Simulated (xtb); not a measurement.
C2H5S, doublet, geometry from GFN2-xTB; GFN1-xTB (xtb).

The xtb input:
```
$ xtb mol.xyz --gfn 1 --uhf 1 --json

# file mol.xyz
8

C      1.48255365     0.65932309    -0.01655837
C     -0.03154429     0.78395239     0.00248490
S     -0.84471660    -0.82371473     0.00823708
H     -0.37104627     1.31200621     0.89543533
H     -0.39297317     1.31674827    -0.87896880
H      1.93395512     1.64948226    -0.01949031
H      1.83064329     0.11841436     0.86042594
H      1.80883038     0.12313177    -0.90475459
```

The log (banner, timings and long lists left out):

```
   ID    Z sym.   atoms
    1    6 C      1, 2
    2   16 S      3
    3    1 H      4-8

           -------------------------------------------------
          |                Calculation Setup                |
           -------------------------------------------------

           -------------------------------------------------
          |                 G F N 1 - x T B                 |
           -------------------------------------------------

          ...................................................
          :                      SETUP                      :
          :.................................................:
          :  # basis functions                  28          :
          :  # atomic orbitals                  27          :
          :  # shells                           17          :
          :  # electrons                        19          :
          :  # halogen bonds                     0          :
          :  max. iterations                   250          :
          :  Hamiltonian                  GFN1-xTB          :
          :  restarted?                      false          :
          :  GBSA solvation                  false          :
          :  PC potential                    false          :
          :  electronic temp.          300.0000000     K    :
          :  accuracy                    1.0000000          :
          :  -> integral cutoff          0.2500000E+02      :
          :  -> integral neglect         0.1000000E-07      :
          :  -> SCF convergence          0.1000000E-05 Eh   :
          :  -> wf. convergence          0.2000000E-04 e    :
          :  Broyden damping             0.4000000          :
          :  net charge                          0          :
          :  unpaired electrons                  1          :
          ...................................................

 iter      E             dE          RMSdq      gap      omega  full diag
   1    -10.6425479 -0.106425E+02  0.703E+00    5.88       0.0  T
   2    -10.6510345 -0.848661E-02  0.426E+00    6.04       1.0  T
   3    -10.6515760 -0.541472E-03  0.432E-01    6.12       1.0  T
   4    -10.6520745 -0.498488E-03  0.300E-02    6.09       1.2  T
   5    -10.6520765 -0.201492E-05  0.105E-02    6.09       3.4  T
   6    -10.6520767 -0.187592E-06  0.226E-03    6.09      15.7  T
   7    -10.6520767 -0.174120E-07  0.282E-04    6.09     125.5  T
   8    -10.6520767 -0.232539E-09  0.619E-05    6.09     571.2  T
   9    -10.6520767 -0.107345E-10  0.827E-06    6.09    4274.4  T

   *** convergence criteria satisfied after 9 iterations ***

         :::::::::::::::::::::::::::::::::::::::::::::::::::::
         ::                     SUMMARY                     ::
         :::::::::::::::::::::::::::::::::::::::::::::::::::::
         :: total energy             -10.549346754949 Eh    ::
         :: gradient norm              0.011779995311 Eh/a0 ::
         :: HOMO-LUMO gap              6.090647303883 eV    ::
         ::.................................................::
         :: SCC energy               -10.652076697503 Eh    ::
         :: -> electrostatic           0.003589977137 Eh    ::
         :: repulsion energy           0.104796717625 Eh    ::
         :: dispersion energy         -0.002066775071 Eh    ::
         :: halogen bond corr.         0.000000000000 Eh    ::
         :: add. restraining           0.000000000000 Eh    ::
         :: total charge               0.000000000000 e     ::
         :::::::::::::::::::::::::::::::::::::::::::::::::::::

           -------------------------------------------------
          |                Property Printout                |
           -------------------------------------------------

    * Orbital Energies and Occupations

         #    Occupation            Energy/Eh            Energy/eV
      -------------------------------------------------------------
         1        2.0000           -0.8469871             -23.0477
         2        2.0000           -0.6558791             -17.8474
         3        2.0000           -0.6170887             -16.7918
         4        2.0000           -0.5609224             -15.2635
         5        2.0000           -0.5440707             -14.8049
         6        2.0000           -0.5153662             -14.0238
         7        2.0000           -0.4976657             -13.5422
         8        2.0000           -0.4769047             -12.9772
         9        1.7483           -0.3987964             -10.8518
        10        1.2517           -0.3967261             -10.7955 (HOMO)
        11                         -0.1728990              -4.7048 (LUMO)
        12                         -0.1297545              -3.5308
        13                         -0.1017470              -2.7687
        14                         -0.0842393              -2.2923
        15                         -0.0647971              -1.7632
        16                         -0.0544918              -1.4828
        17                         -0.0262056              -0.7131
        18                         -0.0226091              -0.6152
        19                         -0.0191494              -0.5211
        20                         -0.0135295              -0.3682
        21                          0.1321203               3.5952
       ...                                ...                  ...
        27                          0.4508248              12.2676
      -------------------------------------------------------------
                  HL-Gap            0.2238272 Eh            6.0906 eV
             Fermi-level           -0.3412869 Eh           -9.2869 eV

  Mulliken/CM5 charges         n(s)   n(p)   n(d)
     1C    -0.08713 -0.23683   1.009  3.078  0.000
     2C     0.02859 -0.06537   1.032  2.939  0.000
     3S    -0.12207 -0.14770   1.961  4.165 -0.004
     4H     0.04047  0.09662   0.960  0.000  0.000
     5H     0.04047  0.09662   0.960  0.000  0.000
     6H     0.03132  0.08298   0.969  0.000  0.000
     7H     0.03417  0.08683   0.966  0.000  0.000
     8H     0.03417  0.08683   0.966  0.000  0.000

Wiberg/Mayer (AO) data.
largest (>0.10) Wiberg bond orders for each atom

 ---------------------------------------------------------------------------
     #   Z sym  total        # sym  WBO       # sym  WBO       # sym  WBO
 ---------------------------------------------------------------------------
     1   6 C    3.982 --     2 C    1.014     7 H    0.987     8 H    0.987
                             6 H    0.983
     2   6 C    3.974 --     3 S    1.041     1 C    1.014     5 H    0.959
                             4 H    0.959
     3  16 S    1.135 --     2 C    1.041
     4   1 H    0.998 --     2 C    0.959
     5   1 H    0.998 --     2 C    0.959
     6   1 H    1.004 --     1 C    0.983
     7   1 H    1.010 --     1 C    0.987
     8   1 H    1.010 --     1 C    0.987
 ---------------------------------------------------------------------------

Topologies differ in total number of bonds
Writing topology from bond orders to xtbtopo.mol

 dipole moment from electron density (au)
     X       Y       Z
   0.2934   0.6016  -0.0020  total (Debye):    1.701

           -------------------------------------------------
          | TOTAL ENERGY              -10.549346754949 Eh   |
          | GRADIENT NORM               0.011779995311 Eh/α |
          | HOMO-LUMO GAP               6.090647303883 eV   |
           -------------------------------------------------

normal termination of xtb
```
